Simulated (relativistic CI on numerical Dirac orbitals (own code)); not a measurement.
Line list: Electric-dipole lines, Zr XI

These numbers are calculated, not measured: Dirac-Coulomb-Breit CI, orbitals from a KLI potential per configuration, a model potential for QED, unscaled Slater integrals (own radial code, finite nucleus).

Configuration list (outside the closed core [Ar] 3d10): 4s2, 4s.4p, 4p2, 4s.4d, 4d2, 4s.4f, 4p.4d, 4p.5s, 4f2, 4p.4f, 4s.5s, 4s.5p, 4d.5s, 4s.5d, 4d.4f, 4s.6s. Levels of other configurations are missing.

```tsv
λ vac (nm)	Lower	Upper	A (s⁻¹)	log gf	S velocity/length
26.754	4p.4d 1F°_3 [25]	4d2 1G_4 [66]	8.07e+10	0.89	0.88
27.923	4s.4p 3P°_1 [3]	4s.4d 3D_2 [12]	3.60e+10	0.32	0.98
28.257	4p2 1D_2 [8]	4p.4d 3D°_3 [23]	4.20e+10	0.55	0.98
28.634	4p2 3P_2 [9]	4p.4d 1F°_3 [25]	3.83e+10	0.52	0.98
29.007	4s.4p 3P°_2 [4]	4s.4d 3D_3 [13]	4.38e+10	0.59	0.98
29.226	4p2 3P_1 [7]	4p.4d 3P°_2 [20]	3.76e+10	0.38	0.99
30.011	4p.4d 3F°_4 [17]	4p.4f 3G_5 [52]	4.04e+10	0.78	0.94
30.114	4p.4d 3D°_3 [23]	4d2 3F_4 [62]	9.01e+10	1.04	1.00
30.380	4p.4d 3D°_2 [24]	4d2 3F_3 [60]	6.32e+10	0.79	1.00
30.737	4s.4p 1P°_1 [5]	4s.4d 1D_2 [14]	6.38e+10	0.65	0.98
31.287	4s.4d 3D_1 [11]	4s.4f 3F°_2 [29]	4.67e+10	0.53	0.99
31.392	4s.4d 3D_2 [12]	4s.4f 3F°_3 [30]	4.94e+10	0.71	0.99
31.561	4s.4d 3D_3 [13]	4s.4f 3F°_4 [31]	5.54e+10	0.87	0.99
31.777	4s.4d 1D_2 [14]	4s.4f 1F°_3 [34]	8.18e+10	0.94	0.97
31.938	4d2 3F_3 [60]	4d.4f 3G°_4 [81]	8.68e+10	1.08	1.04
32.008	4d2 3F_4 [62]	4d.4f 3G°_5 [83]	9.52e+10	1.21	1.04
33.823	4d2 1G_4 [66]	4d.4f 1H°_5 [90]	9.95e+10	1.27	1.17
37.067	4d.4f 1H°_5 [90]	4f2 1I_6 [99]	5.78e+10	1.19	1.33
38.344	4s.4f 1F°_3 [34]	4d2 1G_4 [66]	4.06e+10	0.91	1.28
39.295	4s2 1S_0 [1]	4s.4p 1P°_1 [5]	2.29e+10	0.20	0.97
```

Terms are leading LS components. Brackets give the number of a level in order of energy, since labels repeat. The list gives strong lines, with weight on those to low levels, among the lowest 103 of 104 levels, so that lines to higher ones, which can be the strongest, are missing. Levels whose partners in the same complex of configurations lie outside the list can be far off, and so can their lines. Rates are taken at the computed energies, electric ones in the length gauge. A velocity-to-length ratio far from 1 marks an uncertain rate.

At this charge energies of transitions that change n are usually good to better than 1 %, and those within a shell (Δn = 0) to a few per cent.

LS names give the leading component of a level, which can be under half, so a name can repeat, a term be missing and a line seem to break the LS rules.
